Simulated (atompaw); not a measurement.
Plane-wave convergence, PAW (atompaw) potential for Ta (Z = 73)

```
Element                 : Ta (Z = 73)
Generator               : atompaw 4.2.0.5
Type                    : PAW
Functional              : PBEsol
Relativity              : scalar-relativistic
Frozen core             : [Kr] 4d10 4f14
Valence charge          : 13
Reference configuration : 5s2 5p6 5d3 6s2 6p0
Partial waves           : 5s (bound): rc 1.25 bohr; 6s (bound): rc 2.80 bohr; 5p (bound): rc 1.55 bohr; 6p (bound, empty): rc 2.80 bohr; 5d (bound): rc 2.80 bohr; 5d channel at 2.4 Ry: rc 2.80 bohr
Local potential         : ultrasoft scheme with l = 3 at 0 Ry, radius 2.10 bohr
Core correction         : smooth core density matched at 2.05 bohr
Augmentation charge     : besselshape compensation charge, radius 2.30 bohr; PAW radius 2.80 bohr; waves and projectors: custom polynom2 7 10 vanderbiltortho
```

The pseudo-atom Hamiltonian at the reference potential is diagonalised in spherical Bessel functions j_l(qr) that vanish at 20 bohr, with q² up to the cutoff. All-electron valence levels (Ry): 5s -5.3677, 6s -0.4021, 5p -2.8971, 6p -0.1002, 5d -0.2661.

Question: How do the lowest levels (Ry) of each channel move with the cutoff, and are there ghosts?

Answer:

```csv
cutoff (Ry),s #1,s #2,s #3,p #1,p #2,p #3,d #1,d #2,f #1,f #2,Σ f·Δε (mRy)
8,-5.1692,-0.4015,0.0029,-1.7565,-0.0996,0.0484,-0.2305,0.0600,0.1076,0.2266,7348.4
15,-5.3614,-0.4020,0.0029,-2.8590,-0.1002,0.0483,-0.2619,0.0591,0.1076,0.2266,253.9
21,-5.3631,-0.4021,0.0029,-2.8947,-0.1002,0.0483,-0.2636,0.0591,0.1076,0.2266,31.1
35,-5.3674,-0.4021,0.0029,-2.8967,-0.1002,0.0483,-0.2655,0.0590,0.1076,0.2266,4.7
50,-5.3676,-0.4021,0.0029,-2.8968,-0.1002,0.0483,-0.2659,0.0590,0.1076,0.2266,2.5
70,-5.3677,-0.4021,0.0029,-2.8969,-0.1002,0.0483,-0.2661,0.0590,0.1076,0.2266,1.3
90,-5.3677,-0.4021,0.0029,-2.8969,-0.1002,0.0483,-0.2661,0.0590,0.1076,0.2266,1.0
120,-5.3677,-0.4021,0.0029,-2.8969,-0.1002,0.0483,-0.2661,0.0590,0.1076,0.2266,0.8
400,-5.3677,-0.4021,0.0029,-2.8971,-0.1002,0.0483,-0.2661,0.0590,0.1076,0.2266,0.0
```

Result: no extra level below or beside the all-electron valence levels (s, p, d, f tested); 10 mRy is reached at 30 Ry and 1 mRy at 100 Ry.
